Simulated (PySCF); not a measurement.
Problem. What does the PBE0-D3(BJ)/def2-SVP structure of `FC(F)(Br)C(F)(C(F)(F)F)F` (heptafluoropropyl bromide) look like in three dimensions?

Solution. 
```xyz
11
C3BrF7 angstrom
F     -2.3554    0.1241   -0.5985
C     -1.3401    0.0428    0.2470
F     -1.4006    1.0601    1.0907
F     -1.4352   -1.0902    0.9249
C     -0.0186    0.0908   -0.5636
F      0.0480    1.2915   -1.1422
F     -0.0808   -0.8569   -1.4999
C      1.2589   -0.1347    0.2816
F      1.2378   -1.3579    0.7939
F      1.2929    0.7478    1.2728
Br     2.8302    0.0712   -0.8249
```

Orientation and origin are arbitrary. Atoms count from 1 in this order. Of the pairs four or more bonds apart, F4···F9 is among the closest relative to their van der Waals radii: 2.69 Å, 91 % of the sum of Bondi's values.

Bonds between heavy atoms (Å): F1–C2 1.324, C2–F3 1.323, C2–F4 1.324, C2–C5 1.551, C5–F6 1.334, C5–F7 1.334, C5–C8 1.548, C8–F9 1.326, C8–F10 1.328, C8–Br11 1.933.

Method used: PySCF, PBE0-D3(BJ)/def2-SVP geometry optimisation, gas phase.

Point group: near Cs, missed by 0.24 Å at most; the miss may be what the optimiser left on a soft mode. No PBE0-D3(BJ)/def2-SVP frequencies stand behind this structure, so it isn't proved a minimum. The numbers are those of one conformer (C2–C5–C8–F9 64°).
